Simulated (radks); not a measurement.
Task: These are the eigenvalues of the occupied orbitals of an atom or ion with whole-number occupations (eV). Method: Dirac Kohn-Sham, PBEsol, spin-unpolarised, spherical densities, point nucleus; computed with a radial shooting solver on a logarithmic mesh with Libxc functionals.

| orbital | eigenvalue |
|---|---|
| 1s1/2 | -16054.89 |
| 2s1/2 | -2286.891 |
| 2p1/2 | -2093.943 |
| 2p3/2 | -2025.521 |
| 3s1/2 | -461.2257 |
| 3p1/2 | -390.9821 |
| 3p3/2 | -380.3777 |
| 3d3/2 | -256.8422 |
| 3d5/2 | -254.9667 |
| 4s1/2 | -150.5983 |

Which element is it, and in what charge state? The configuration may be excited. Open shells, if any, are shared by 2j + 1.

Result: Z = 38, strontium, charge +8: Sr8+ in [Ar] 3d10 4s2. The list shows which subshells hold electrons but not how many an open one holds; the 1s level, -590.01 hartree, gives Z - s = 34.4 by -(Z - s)^2/2, which with screening and relativity narrows Z to a few neighbours, and the depths of the outer levels then fix element, charge and occupations together.
